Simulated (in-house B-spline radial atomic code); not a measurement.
RPA and G0W0 for the osmium ion Os³⁺, [Xe] 4f14 5d5, highest spin, as one setting changes: the highest l of the empty states. Start: r2SCAN. A dash marks a level of low quasi-particle weight. Computed with an all-electron radial atomic-structure program (B-spline basis): all electrons, scalar-relativistic (spin-free one-electron X2C), finite nucleus, each spin shell either full or empty, empty states to the listed l with an (l + 1/2)⁻⁴ tail; G0W0 by contour deformation at full frequency.

Without the two-electron picture change, the correlation of inner shells comes somewhat too large for so heavy an element.

| highest l of the empty states | RPA summed (Eh) | RPA extrapolated (Eh) | G0W0 level (eV) |
| --- | --- | --- | --- |
| 5 | -5.6672 | -6.6064 | - |
| 6 | -6.0098 | -6.5981 | - |
| 7 | ? | ? | ? |
| 8 | ? | ? | ? |
| 9 | -6.3609 | -6.5283 | - |
| 10 | -6.3992 | -6.5155 | - |
| 11 | -6.4238 | -6.5066 | - |

Q: What belongs in the row for 8?

A: RPA summed (Eh): -6.2989; RPA extrapolated (Eh): -6.5476; G0W0 level (eV): -.

Q: What belongs in the row for 7?

A: RPA summed (Eh): -6.1941; RPA extrapolated (Eh): -6.5707; G0W0 level (eV): -.
